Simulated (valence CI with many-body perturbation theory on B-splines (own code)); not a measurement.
The numbers below are computed, except where a source is named.
# Sensitivity of CI+MBPT for Ce27+

Level of theory: configuration interaction combined with many-body perturbation theory (CI+MBPT): three valence electrons over a frozen Dirac-Fock core [Ar] 3d10, a basis of 6 s, 6 p, 5 d, 3 f, 1 g functions for each j, with the one-electron correlation potential Σ1 (screened to all orders), the two-electron term Σ2, the three-electron term Σ3, Breit, model QED; selected single and double excitations, second order for the rest, scaled by the run's own slope (own B-spline code, finite nucleus).

No measured spectrum was set against this ion. As an estimate, large intervals hold to a few tenths of a per cent, small ones and those within an open d or f shell to about a per cent.

The reference run has the lowest level (4s^2 4p1/2) J=1/2 and an ionisation energy of 966.935 eV. Its largest variational space holds 3035 state functions.

Levels are named by their leading jj configuration (3d3/2^4 stands for four electrons in 3d with j = 3/2), which in mixed levels can hold well under half, so a name can repeat and another be missing. Letters in brackets count levels of one name in rising energy.

Changed runs:
A. core polarisation of operators on → off
B. QED terms on → off
C. correlating orbitals by l 3 3 3 2 1 → 4 4 3 0 0
D. Davidson iteration limit 60 → 3 (bad on purpose)

Excitation energies of the reference run in cm⁻¹, and shifts in cm⁻¹:

```
                     Level  Reference  A       B       C  D
        (4s^2 4p3/2) J=3/2     209674  0    -335    +0.6  0
        (4s 4p1/2^2) J=1/2     470557  0   +3530    -128  0
(4s 4p1/2 4p3/2) J=3/2 [a]     621422  0   +3208    -379  0
    (4s 4p1/2 4p3/2) J=5/2     663215  0   +3167    -109  0
(4s 4p1/2 4p3/2) J=3/2 [b]     728612  0   +3098    +251  0
    (4s 4p1/2 4p3/2) J=1/2     757018  0   +3265    +404  0
        (4s 4p3/2^2) J=5/2     857967  0   +2750    -110  0
        (4s 4p3/2^2) J=1/2     967137  0   +2895    +619  0
        (4s 4p3/2^2) J=3/2     971013  0   +2648    +380  0
        (4s^2 4d3/2) J=3/2    1067880  0    +556   +1010  0
        (4s^2 4d5/2) J=5/2    1104090  0    +214    +960  0
     (4p1/2^2 4p3/2) J=3/2    1219520  0   +6617     +40  0
    Ionisation energy (eV)    966.935  0  -0.030  -0.049  0
```

No effect on these energies: A.

Run D: The Davidson iterations stopped at their limit.
